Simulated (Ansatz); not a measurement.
A structure relaxed at PBE-D4/def2-SVP in Ansatz, charge 0, singlet:

```csv
atom,x (Å),y (Å),z (Å)
B1,-0.707,-0.086,-3.826
P2,1.225,-0.304,-3.549
P3,-1.436,0.080,-2.015
B4,-1.131,-1.536,-0.950
B5,1.825,-0.290,-1.689
P6,0.840,-1.702,-0.739
P7,-1.867,-1.381,0.858
B8,-1.567,-3.004,1.913
B9,1.400,-1.731,1.146
P10,0.388,-3.141,2.041
B11,-0.753,1.667,-1.093
P12,1.204,1.389,-0.876
P13,-1.487,1.846,0.715
B14,-1.181,0.217,1.760
B15,1.775,1.453,1.004
P16,0.792,-0.010,1.876
B17,-0.809,3.441,1.628
P18,1.127,3.133,1.761
H19,-1.139,-1.096,-4.364
H20,-0.894,0.949,-4.451
H21,1.734,-1.491,-4.160
H22,1.993,0.669,-4.261
H23,-2.852,0.241,-2.134
H24,-1.567,-2.525,-1.519
H25,3.031,-0.427,-1.571
H26,1.254,-2.946,-1.309
H27,-3.280,-1.210,0.722
H28,-1.986,-3.982,1.309
H29,-2.022,-2.864,3.040
H30,2.608,-1.862,1.253
H31,0.879,-4.397,1.568
H32,0.843,-3.211,3.394
H33,-0.955,2.678,-1.750
H34,1.889,2.449,-1.550
H35,-2.902,1.995,0.579
H36,-1.649,0.322,2.884
H37,2.982,1.310,1.112
H38,1.169,0.007,3.255
H39,-0.998,4.433,0.939
H40,-1.270,3.506,2.760
H41,1.889,4.194,1.181
H42,1.602,3.217,3.106
```

Problem. Give its formula and point group.

Solution. B9P9H24, a nanocrystal cut from wurtzite BP (hydrogen-capped). Point group C3v (tolerance 0.1 Å).

Problem. Summarise the bond lengths by kind (pairs closer than 1.2 times the sum of covalent radii, bridged metal pairs left out).

Solution. 24 × B–P 1.95 to 1.99 Å; 12 × B–H 1.22 Å; 12 × H–P 1.43 Å.

Single mean-field runs in def2-SVP are fitted with def2-universal-jkfit.
